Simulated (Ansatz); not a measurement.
Mg₃Al₃⁺, relaxed as a singlet with RKS PBE0-D4/def2-SVP in Ansatz, starting from the GFN1-xTB geometry. Force threshold 0.02 eV/Å.

The structure comes from a short search, and lower isomers may exist.

Start:

Cartesian coordinates in Å:
```
Al -0.195 0.073 0.017
Al 1.553 -1.428 1.159
Al 2.008 -0.399 -1.239
Mg 0.094 1.286 -2.514
Mg -2.634 1.391 -0.012
Mg -0.827 -0.923 2.589
```

```csv
step,energy (eV),largest force component (eV/Å),SCF passes
1,-36087.9507,0.481,20
2,-36087.9915,0.229,27
3,-36088.0045,0.056,28
4,-36088.0052,0.044,28
5,-36088.0056,0.014,18
```

Force components are those of the run's own axes.

End:

```xyz
6

Al   -0.249    0.108    0.003
Al    1.548   -1.407    1.131
Al    2.003   -0.406   -1.216
Mg    0.131    1.237   -2.464
Mg   -2.605    1.343    0.059
Mg   -0.828   -0.875    2.488
```

By distances, no bond broke or formed. The bond that changes most is Al1–Mg5, from 2.77 to 2.66 Å (atoms count from 1). The end is the same structure that another start reached.

No frequencies were taken in this run, so the end may be a saddle point.

Run time 18 s (4 threads of Intel Xeon on a shared host).
